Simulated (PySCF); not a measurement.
An element was calculated at UHF (PySCF 2.14, spin-free X2C, a triple-zeta basis, no spin-orbit coupling), in the ground configurations that NIST lists.

```
first ionisation energy  : 4.491 eV
second ionisation energy : 10.035 eV
third ionisation energy  : 19.928 eV
```

Which element is it?

Neodymium (Nd, Z = 60), in ANO-RCC-VTZP. NIST lists 5.525, 10.783 ± 0.02, 22.09 ± 0.04 eV for these ionisation energies.
